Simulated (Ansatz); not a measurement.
Molecule: CH4FSi, net charge 0, doublet state. It need not be the lowest isomer of its formula. SMILES: [CH2][SiH2]F
Coordinates optimised at B3LYP-D3(BJ)/def2-TZVP (Ansatz, a program for electronic structure):
```
Si
F 1 1.6092
H 1 1.4783 2 108.30
H 1 1.4811 3 110.09 2 -115.78
C 1 1.8328 3 110.60 4 -124.06
H 5 1.0842 1 122.58 3 19.91
H 5 1.0846 6 114.75 1 -178.32
```
Charge 0, spin multiplicity 2.

Property: atomisation energy (electronic, to ground-state atoms); the coupled-cluster value holds the core correlation from cc-pwCVTZ, in kcal/mol. Correlated levels leave the core frozen unless marked. Open shells are spin-unrestricted. No spin-orbit coupling. No relativistic terms. CBS(X,Y): correlation extrapolated as X^-3; Hartree-Fock from the larger set.

Level to compare with: CCSD(T)/CBS(cc-pV(T+d)Z,cc-pV(Q+d)Z) plus the core term (Ansatz), 581.7 kcal/mol. It is a level with limits of its own, and the differences hold the functionals' basis error too.

Task: Rank these functionals by how close they come to CCSD(T)/CBS(cc-pV(T+d)Z,cc-pV(Q+d)Z), closest first: r2SCAN0/def2-TZVPD (Ansatz); revPBE/def2-TZVPD (Ansatz); SVWN5/def2-TZVPD (Ansatz).

Result: r2SCAN0/def2-TZVPD (hybrid meta-GGA, 574.5 kcal/mol, difference -7.2), revPBE/def2-TZVPD (GGA, 561.3 kcal/mol, difference -20.4), SVWN5/def2-TZVPD (LDA, 645.3 kcal/mol, difference 63.6)
